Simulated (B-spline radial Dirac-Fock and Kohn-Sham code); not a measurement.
Model: Dirac-Fock ΔSCF + Breit + QED. Program: an atomic code on a B-spline grid. Correlation energy is missing from these numbers.

Q: Identify the element and charge state from the binding energies below (tabulated ground configuration; the least bound level is included).

| level | binding energy (eV) |
| --- | --- |
| 1s | 82466.1 |
| 2s | 17841.2 |
| 2p1/2 | 17259.6 |
| 3s | 6789.4 |
| 3p1/2 | 6546.5 |
| 3p3/2 | 6111.4 |
| 3d | 5745.9 |

A: Pt⁵⁷⁺: Z = 78 with 21 electrons, [Ar] 3d3. The hydrogen-like estimate √(E/Ry) = 77.9 for the K level lies 0.1 below Z (screening lowers it, relativity raises it); the outermost level, at 5745.9 eV, fixes the charge.

Q: Identify the element and charge state from the binding energies below (tabulated ground configuration; the least bound level is included).

```
level  binding energy (eV)
   1s              81085.2
   2s              16520.7
2p1/2              15919.8
2p3/2              14201.6
3d3/2               4712.8
3d5/2               4627.0
   4s               2828.5
```

A: Pt⁴⁹⁺: Z = 78 with 29 electrons, [Ar] 3d10 4s1. The hydrogen-like estimate √(E/Ry) = 77.2 for the K level lies 0.8 below Z (screening lowers it, relativity raises it); the outermost level, at 2828.5 eV, fixes the charge.

Values without a named source are computed, but for edge energies of neutral atoms, which are taken from tables.
